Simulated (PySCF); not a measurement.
Magnetisability: `CNP1(=N)C=CC=C1`, C₅H₉N₂P

Geometry (Å), atoms numbered from 1 in this order:
```xyz
17

C     2.486   -0.122   -0.409
N     1.239   -0.830   -0.141
P     0.061    0.142    0.556
N     0.668    0.963    1.739
C    -0.761    0.971   -0.850
C    -1.996    0.484   -0.991
C    -2.340   -0.603   -0.085
C    -1.372   -0.968    0.760
H     2.954    0.269    0.498
H     2.261    0.717   -1.066
H     3.177   -0.796   -0.916
H     1.402   -1.637    0.454
H     0.036    1.601    2.198
H    -0.342    1.784   -1.419
H    -2.715    0.834   -1.717
H    -3.316   -1.062   -0.134
H    -1.449   -1.735    1.512
```

Method: GIAO B3LYP/pcSseg-1 magnetisability, rotational g tensor and spin-rotation constants, non-relativistic, gas phase (PySCF 2.14.0). Geometry: GFN2-xTB.

Question: How diamagnetic is it, and how anisotropic?

Answer: Isotropic -1231 × 10⁻³⁰ J/T², or -74.1 × 10⁻⁶ cm³/mol; principal values -1412, -1188, -1091 × 10⁻³⁰ J/T², anisotropy 286 × 10⁻³⁰ J/T² (root of half the summed squared differences of the principal values). The susceptibility is in cgs units.

Question: Split it along the inertial axes a, b, c into diamagnetic and paramagnetic parts about the centre of mass, with the quadrupole moment.

Answer: 
```tsv
axis	χ (10⁻⁶ cm³/mol)	diamagnetic (10⁻⁶ cm³/mol)	paramagnetic (10⁻⁶ cm³/mol)	summed x² of all electrons (Å²)	quadrupole Θ (D Å)
a	-70.2	-495.2	425.0	180.4	+4.74
b	-76.7	-986.5	909.8	64.6	-5.54
c	-75.4	-1039.6	964.2	52.1	+0.80
```
Anisotropies 2χaa − χbb − χcc = +11.7 and 2χbb − χaa − χcc = -7.9 × 10⁻⁶ cm³/mol. Θ is traceless in Buckingham's convention.

Question: And the rotational g tensor?

Answer: 
| axis | rotational constant (GHz) | g | nuclear part | electronic part |
| --- | --- | --- | --- | --- |
| a | 3.2168 | -0.0434 | 0.5988 | -0.6423 |
| b | 1.4000 | -0.0106 | 0.5877 | -0.5984 |
| c | 1.3197 | -0.0132 | 0.5846 | -0.5978 |

Asymmetric top; isotopes 12C, 1H, 14N, 31P; no vibrational averaging.
